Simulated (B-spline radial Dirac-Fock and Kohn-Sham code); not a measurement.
# Binding energies of Ar³⁺ at several levels of theory

System: Ar³⁺ in the configuration [Ne] 3s2 3p3.

The density-functional columns are spherical, spin-unpolarised Dirac-Kohn-Sham results without Breit or QED terms: −ε is minus the orbital energy of the initial state and ΔSCF the difference of two total energies. The reference in the last column comes from Dirac-Fock (average of configuration) total-energy differences with a finite nucleus, the Breit interaction including its frequency dependence, and self-energy and vacuum-polarisation corrections. All numbers are from a radial atomic solver, in eV; a selection of levels is shown.

| level | PBE −ε | PBE ΔSCF | LDA −ε | LDA ΔSCF | Dirac-Fock |
| --- | --- | --- | --- | --- | --- |
| K (1s) | 3169.8 | 3276.9 | 3159.8 | 3266.4 | 3260.6 |
| L1 (2s) | 345.1 | 366.9 | 343.9 | 365.8 | 379.1 |
| L3 (2p3/2) | 277.4 | 301.5 | 277.3 | 301.4 | 299.9 |
| M1 (3s) | 65.58 | 73.77 | 65.50 | 73.69 | 73.39 |
| M2,3 (3p) | 49.94 | 57.64 | 50.02 | 57.73 | 56.53 |

Question: Order the estimates of the K (1s) level by their distance from the Dirac-Fock value, nearest first.
A. PBE −ε
B. LDA −ε
C. LDA ΔSCF
D. PBE ΔSCF

Answer: C (5.8 eV), D (16.3 eV), A (90.8 eV), B (100.8 eV).

Values without a named source are computed, but for edge energies of neutral atoms, which are taken from tables.
